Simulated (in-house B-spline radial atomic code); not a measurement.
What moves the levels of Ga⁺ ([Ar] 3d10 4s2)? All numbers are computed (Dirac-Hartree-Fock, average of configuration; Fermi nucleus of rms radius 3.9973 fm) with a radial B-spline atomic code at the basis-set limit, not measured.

Baseline run (computed): total energy -1942.3637 hartree, 1s1/2 at -384.2192 hartree, 4s1/2 at -19.038 eV with <r> = 2.31 bohr.

Scaling the speed of light c (a factor of 100 is close to the non-relativistic limit):

```
c/c0  ΔE (hartree)  4s1/2 level (eV)  4s1/2 <r> (bohr)
0.95       -2.1455          -19.0737             2.307
0.98      -0.81746          -19.0516             2.309
1.02       0.76826          -19.0253             2.312
   3        17.213           -18.757             2.342
 100         19.31          -18.7234             2.346
```

Changing the nucleus:

```json
{"nucleus": "Gaussian nucleus of rms radius 3.9973 fm", "ΔE (eV)": "-0.000343"}
{"nucleus": "uniform spherical nucleus of rms radius 3.9973 fm", "ΔE (eV)": "0.000206"}
{"nucleus": "Gaussian nucleus of rms radius 0.01 fm", "ΔE (eV)": "-0.289"}
{"nucleus": "Fermi nucleus of rms radius 3.9174 fm", "ΔE (eV)": "-0.0111"}
{"nucleus": "Fermi nucleus of rms radius 4.0772 fm", "ΔE (eV)": "0.0113"}
```

A larger nucleus binds the electrons less, roughly as the density at the nucleus times the change of the nuclear <r²>. At equal rms radius the shape enters only through higher moments. A radius of 0.01 fm is nearly a point.

The nuclear charge is raised by 0.1. What does the Hellmann-Feynman theorem predict for the energy, and what is found?

dE/dZ ≈ -Σ<1/r>, which is -151.029 at the start and -151.683 at the end; their mean times 0.1 is -15.136 hartree, and the two runs differ by -15.136 hartree.
